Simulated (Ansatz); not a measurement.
Two isomers of C4H3F3: A = `FCC#CC(F)F`, B = `CC#CC(F)(F)F`.

Calculated with Ansatz (gas phase, PBE0-D4/def2-TZVP geometries, no zero-point term in ΔE). CBS: MP2 limit from def2 TZ/QZ plus the TZ coupled-cluster correction, frozen cores. DFT in def2-TZVPP.

(1) Which is lower in electronic energy at CCSD(T)/CBS, and by how much? (Best estimate.)

(2) Give E(B) − E(A) in kJ/mol with LDA (SPW92), CCSD/def2-TZVPP, ωB97M-V, r2SCAN-D4, MP2/def2-TZVPP, B2PLYP, CCSD(T)/def2-SVP. (An estimate is asked.)

(3) Does the order hold for the free energy at 298.15 K (harmonic terms from PBE0-D4)? (Best estimate.)

Largest T1 diagnostic: 0.012.

## Answers

(1) The calculation gave: B, by 73.0 kJ/mol.

(2) Computed: LDA (SPW92) -87.6, CCSD/def2-TZVPP -73.7, ωB97M-V -77.4, r2SCAN-D4 -82.5, MP2/def2-TZVPP -77.9, B2PLYP -71.8, CCSD(T)/def2-SVP -89.8. None reverses the order clearly.

(3) Ansatz gave: Yes: G(B) − G(A) = -72.6 kJ/mol. Modes under 60 cm⁻¹, often nearly free rotors, make the harmonic entropy too high.

From BLYP to BHLYP (50 % exact exchange), in def2-TZVPP and without D4, E(B) − E(A) moves by −7.5 kJ/mol. At CCSD(T), def2-SVP lies −16.8 kJ/mol from the extrapolated value and def2-TZVPP −1.8 kJ/mol.
